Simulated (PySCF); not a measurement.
GaCl2I, SMILES [Cl][Ga]([Cl])[I]. Atoms are numbered in the order given.

```xyz
4

Ga     0.0000     0.0000     0.7937
Cl     0.0000     1.8355     1.8996
Cl     0.0000    -1.8355     1.8996
I      0.0000     0.0000    -1.6829
```
Charge 0, spin multiplicity 1.

The structure is a stationary point at B3LYP-D3(BJ)/def2-SVP. The def2 effective core potentials stand for the cores of I; spin–orbit coupling is left out.

Method: M06-2X/def2-TZVP run with PySCF.

ESP charges are fitted to the potential on shells at 1.4 to 2.0 van der Waals radii. Atomic charges (e):

| atom | Mulliken | ESP fit | Löwdin |
|---|---|---|---|
| Ga1 | (withheld) | 0.49 | -0.60 |
| Cl2 | (withheld) | -0.19 | 0.19 |
| Cl3 | (withheld) | -0.19 | 0.19 |
| I4 | (withheld) | -0.10 | 0.22 |

Task: Complete the blanks. (Estimate from the structure and the level; the computed values follow.)

Result: 
- Ga1, Mulliken: 0.69
- Cl2, Mulliken: -0.24
- Cl3, Mulliken: -0.24
- I4, Mulliken: -0.20
